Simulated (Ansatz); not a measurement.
Isolated molecules relaxed with PBE0-D4/def2-TZVP in Ansatz; ΔE leaves out vibrations. CCSD(T)/CBS adds triple-zeta CCSD(T) − MP2 to the extrapolated MP2 energy (def2 sets, frozen cores). This one scheme is used for every species. DFT in def2-TZVPP. For Sc outer-core shells are correlated without core-valence functions, which leaves a few kJ/mol of doubt a bond. Scalar relativity is left out up to krypton. One conformer a species, not always the lowest.

`CNB(F)[SiH3]` + `[OH][Sc]([OH])[OH]` → `[OH][Sc]([OH])[O][SiH3]` + `CNBF`  (cleavage of the Si–B bond)

```csv
level,ΔE (kJ/mol)
B2PLYP,-142.9
r2SCAN,-132.4
```

What does CCSD(T)/CBS give? (Estimate.)

Ansatz gave: -139.3 kJ/mol. The listed levels differ from it by -3.6, 6.9 kJ/mol.

Largest T1 diagnostic among the species: 0.016.

The D4 term adds +3.6 kJ/mol with B3LYP and +2.0 kJ/mol with PBE0; it sums over pairs of atoms, weighted by their polarisabilities, and B3LYP, whose exchange is more repulsive, gets the larger term. In def2-TZVPP, CCSD(T) changes the Hartree–Fock value by +30.8 kJ/mol (the triples alone add +4.0 kJ/mol) and MP2 by +23.9 kJ/mol.

B3LYP here is the variant with VWN-RPA as its local correlation; programs differ in this.
